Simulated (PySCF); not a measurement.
C7H8O, SMILES COc1ccccc1.

Geometry: r2SCAN-D4/def2-SVP. One conformer was computed; it need not be the lowest.

Method: ωB97X/def2-TZVP (PySCF).

The molecule is in vacuum.

| Property | Result |
|---|---|
| total energy | -346.80100 hartree |
| point group | Cs |
| highest occupied level | -8.53 eV |
| lowest empty level | 1.80 eV |
| orbital gap | 10.33 eV |
| dipole moment | 1.29 D |
| quadrupole, principal values (traceless, Buckingham form, about the centre of nuclear charge) | -9.10, -0.61, 9.71 D·Å |
